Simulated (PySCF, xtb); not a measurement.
Si(H)(F)(OH)(OMe) (CH5FO2Si), SMILES CO[SiH](O)F. Atoms are numbered in the order given.

```xyz
10

Si     0.5726     0.1360     0.1874
O      1.7001    -0.0338    -0.9858
F      0.3184    -1.2605     0.9719
O     -0.8534     0.5504    -0.5153
C     -2.1202     0.5185     0.0890
H      1.0790     1.1057     1.1755
H      1.4183    -0.4512    -1.8056
H     -2.2458     1.3451     0.8105
H     -2.8865     0.6313    -0.6921
H     -2.2990    -0.4338     0.6168
```

The structure is a stationary point at PBE0-D3(BJ)/def2-SVP. This is a generated structure with no PubChem entry under its InChIKey; it may be hypothetical. The values are those of a single conformer.

Calculation: IEF-PCM-M06-2X/def2-SVP (PySCF).

The values are the electrostatic part of the solvation free energy, E(continuum) − E(gas) at the gas-phase geometry, in a cavity of scaled van der Waals radii (PySCF's table); cavitation and dispersion terms are not included. In vacuum the orbital gap is 12.37 eV. The dipole moment in vacuum is 1.76 D.

Computed values in water (ε = 78.36), chlorobenzene (ε = 5.70), 1-octanol (ε = 9.86):
```
solvent            ε  ΔG(elec) (kcal/mol)  dipole (D)  gap (eV)
-------------  -----  -------------------  ----------  --------
water          78.36                 -5.7        2.02     12.55
chlorobenzene   5.70                 -4.3        1.96     12.52
1-octanol       9.86                 -4.9        1.99     12.53
```

For comparison, GFN2-xTB/ALPB(water) (xtb, at the GFN2-xTB geometry, all terms of that model) gives -4.9 kcal/mol.
